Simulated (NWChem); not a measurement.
System meant: C$_{2}$H$_{7}$NSi, singlet; SMILES CN(C)[SiH]

NWChem input:

```
start job
memory heap 200 mb stack 900 mb global 1100 mb
geometry units angstroms noautoz
  Si     0.074371    -1.478870     0.000000
  H     -1.453433    -1.664135     0.000000
  N      0.005202     0.251913     0.000000
  C      1.236825     1.016577     0.000000
  C     -1.170607     1.095546     0.000000
  H      1.304111     1.667539    -0.890812
  H      1.304111     1.667539     0.890812
  H      2.105076     0.341615     0.000000
  H     -1.188311     1.752256     0.889461
  H     -1.188311     1.752256    -0.889461
  H     -2.080463     0.482802     0.000000
end
basis spherical
  * library def2-svp
end
dft
  xc pbe0
  iterations 4
  mulliken
end
task dft energy
```

End of the output:

```
    Atom       Charge   Shell Charges
 -----------   ------   -------------------------------------------------------
    1 Si  14    13.84   2.00  1.96  0.91  0.65  5.81  1.14  1.15  0.23
    2 H    1     1.14   0.66  0.46  0.02
    3 N    7     7.18   1.97  0.76  0.43  2.27  1.71  0.05
    4 C    6     6.00   1.96  0.58  0.30  1.87  1.19  0.10
    5 C    6     6.00   1.96  0.58  0.30  1.87  1.18  0.10
    6 H    1     0.98   0.64  0.27  0.06
    7 H    1     0.98   0.64  0.27  0.06
    8 H    1     0.97   0.64  0.26  0.07
    9 H    1     0.98   0.64  0.27  0.06
   10 H    1     0.98   0.64  0.27  0.06
   11 H    1     0.97   0.64  0.26  0.07

 center of mass
 --------------
 x =   0.02931127 y =  -0.15485459 z =   0.00000000

 moments of inertia (a.u.)
 ------------------
         380.159200354668          -0.000000000000           0.000000000000
          -0.000000000000         197.569667350525           0.000000000000
           0.000000000000           0.000000000000         554.915665224993

     Multipole analysis of the density
     ---------------------------------

     L   x y z        total         alpha         beta         nuclear
     -   - - -        -----         -----         ----         -------
     0   0 0 0     -0.000000    -20.000000    -20.000000     40.000000

     1   1 0 0     -0.099798     -0.049899     -0.049899     -0.000000
     1   0 1 0      0.913185      0.456592      0.456592      0.000000
     1   0 0 1      0.000000      0.000000      0.000000      0.000000

     2   2 0 0    -25.348608    -74.458435    -74.458435    123.568261
     2   1 1 0      0.942938     -1.419020     -1.419020      3.780978
     2   1 0 1     -0.000000     -0.000000     -0.000000      0.000000
     2   0 2 0    -26.692561   -119.148957   -119.148957    211.605352
     2   0 1 1      0.000000      0.000000      0.000000      0.000000
     2   0 0 2    -24.459811    -17.888924    -17.888924     11.318038

 ------------------------------------------------------------------------
 dft energy failed                                                                                  0
 ------------------------------------------------------------------------
 ------------------------------------------------------------------------
  current input line :
    24: task dft energy
 ------------------------------------------------------------------------
 ------------------------------------------------------------------------
 This type of error is most commonly associated with calculations not reaching convergence criteria
 ------------------------------------------------------------------------
 For more information see the NWChem manual at https://nwchemgit.github.io

0:dft energy failed:Received an Error in Communication
```

Task: Find the fault in this run and fix the input.

Result: The run did not converge; its last values are not results. Cause: the SCF was allowed too few iterations. This input runs:
```
start job
memory heap 200 mb stack 900 mb global 1100 mb
geometry units angstroms noautoz
  Si     0.074371    -1.478870     0.000000
  H     -1.453433    -1.664135     0.000000
  N      0.005202     0.251913     0.000000
  C      1.236825     1.016577     0.000000
  C     -1.170607     1.095546     0.000000
  H      1.304111     1.667539    -0.890812
  H      1.304111     1.667539     0.890812
  H      2.105076     0.341615     0.000000
  H     -1.188311     1.752256     0.889461
  H     -1.188311     1.752256    -0.889461
  H     -2.080463     0.482802     0.000000
end
basis spherical
  Si library def2-svp
  H library def2-svp
  N library def2-svp
  C library def2-svp
end
dft
  xc pbe0
  iterations 150
  mulliken
end
task dft energy
```
It converges to -424.16016 Ha (PBE0/def2-SVP).
